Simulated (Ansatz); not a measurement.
A nudged elastic band was laid between two geometries of BClH3Si2 (7 atoms, charge -1, multiplicity 1).

The calculation used Ansatz 0.2.0, RKS PBE-D4/def2-SVP.

| Property | Result |
| --- | --- |
| movable images | 9 |
| climbing image | yes |
| spring | 5.0 eV/Å² |
| optimiser | quadratic models (default) |
| start path | through a guess of the saddle point |
| force threshold | 0.03 eV/Å |
| iteration limit | 47 |
| end points | relaxed |

Initial state:

```xyz
7
Properties=species:S:1:pos:R:3
Si -0.448 1.179 -0.281
B 0.278 -0.575 0.250
Si 0.543 -2.362 -0.118
Cl 1.609 -3.626 1.305
H 0.099 1.870 -1.530
H -0.123 2.171 0.831
H -1.958 1.343 -0.457
```

Final state:

```xyz
7
Properties=species:S:1:pos:R:3
Si -0.476 1.148 -0.350
B 0.154 -0.699 -0.047
Si 1.048 -1.820 1.111
Cl 1.318 -3.926 0.602
H 0.061 1.866 -1.588
H -0.121 2.089 0.793
H -1.984 1.343 -0.521
```

Q: Which bonds break or form, and what moves?

A: No bond is made or broken. The dihedral H6–Si1–B2–Si3 goes from 180 to 0°.

Q: Give the energies along the band, and the barrier.

A: It converged. The highest image is number 9 of 0 to 10, 0.007 eV above the first end and 0.001 eV above the last; the last end lies 0.006 eV above the first. The top lies less than 8 meV above the higher end, about what the thresholds resolve: that end is a shoulder or a very shallow well. A vibrational analysis at the climbing image gives one clearly imaginary mode, 44i cm⁻¹: a first-order saddle point. Limits of this set-up: an anion without diffuse functions, the dipole of an ion depends on the origin.

```json
{"image": "0", "path coordinate (Å)": "0.00", "energy (eV)": "0.000", "dihedral H6–Si1–B2–Si3 (°)": "180"}
{"image": "1", "path coordinate (Å)": "0.27", "energy (eV)": "0.003", "dihedral H6–Si1–B2–Si3 (°)": "-161"}
{"image": "2", "path coordinate (Å)": "0.54", "energy (eV)": "0.007", "dihedral H6–Si1–B2–Si3 (°)": "-142"}
{"image": "3", "path coordinate (Å)": "0.81", "energy (eV)": "0.006", "dihedral H6–Si1–B2–Si3 (°)": "-125"}
{"image": "4", "path coordinate (Å)": "1.08", "energy (eV)": "0.007", "dihedral H6–Si1–B2–Si3 (°)": "-111"}
{"image": "5", "path coordinate (Å)": "1.35", "energy (eV)": "0.006", "dihedral H6–Si1–B2–Si3 (°)": "-94"}
{"image": "6", "path coordinate (Å)": "1.62", "energy (eV)": "0.002", "dihedral H6–Si1–B2–Si3 (°)": "-78"}
{"image": "7", "path coordinate (Å)": "1.90", "energy (eV)": "0.000", "dihedral H6–Si1–B2–Si3 (°)": "-57"}
{"image": "8", "path coordinate (Å)": "2.17", "energy (eV)": "0.005", "dihedral H6–Si1–B2–Si3 (°)": "-36"}
{"image": "9", "path coordinate (Å)": "2.44", "energy (eV)": "0.007", "dihedral H6–Si1–B2–Si3 (°)": "-17"}
{"image": "10", "path coordinate (Å)": "2.71", "energy (eV)": "0.006", "dihedral H6–Si1–B2–Si3 (°)": "0"}
```

Q: What is the geometry of the highest image?

A: 
```xyz
7
Properties=species:S:1:pos:R:3:forces:R:3
Si -0.469 1.154 -0.342 0.00 0.00 0.00
B 0.133 -0.699 -0.018 0.00 0.00 0.00
Si 1.232 -1.791 0.979 0.00 0.00 0.00
Cl 1.187 -3.954 0.687 0.00 0.00 0.00
H 0.034 1.886 -1.588 0.00 0.00 0.00
H -0.134 2.123 0.784 0.00 0.00 0.00
H -1.983 1.281 -0.501 0.00 0.00 0.00
```

The run took 8.2 min on 1 CPU thread of a shared host.
